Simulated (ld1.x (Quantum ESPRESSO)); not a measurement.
**Configuration tests for Tl (Z = 81) (TM)**

ld1.x (Quantum ESPRESSO) 7.5 input, shortened:

```
&input
   title='Tl', zed=81., rel=1, dft='WC', iswitch=3,
   config='[Xe] 4f14 5d10 6s2 6p1 6d-2'
 /
 &inputp
   pseudotype=2, tm=.true., lloc=0,
   nlcc=.true., new_core_ps=.true., rcore=1.95
 /
3
6P  2  1   1.00   0.00  2.60  2.60  0.0
6D  3  2  -2.00  -0.05  1.95  1.95  0.0
6S  1  0   2.00   0.00  2.20  2.20  0.0
 &test
   configts(1)='6s2 6p1'
 /
```

Energies are relative to the spin-unpolarised reference configuration 6s2 6p1; without spin polarisation the order of configurations can differ from experiment.

| valence configuration | charge | ΔE all-electron (eV) | error AE − PS (meV) |
| --- | --- | --- | --- |
| 6s1 6p0 | +2 | 25.992 | -429 |
| 6s2 6p0.5 | +0.5 | 1.834 | -6.5 |
| 6s1 6p1 | +1 | 13.529 | -135 |
| 6s1 6p2 | 0 | 7.478 | -51 |
| 6s2 6p1.3 | -0.3 | -0.479 | -0.4 |
| 6s0 6p3 | 0 | 15.332 | -198 |

**Question.** What are ΔE and the potential's error for 6s2 6p0?

**Answer.** ΔE = 5.129 eV all-electron; the error (AE − PS) is -36 meV.

Levels in the configuration 6s2 6p0.5:

```json
{"level": "6s", "all-electron (eV)": "-12.827", "pseudo (eV)": "-12.876"}
{"level": "6p", "all-electron (eV)": "-5.077", "pseudo (eV)": "-5.104"}
```
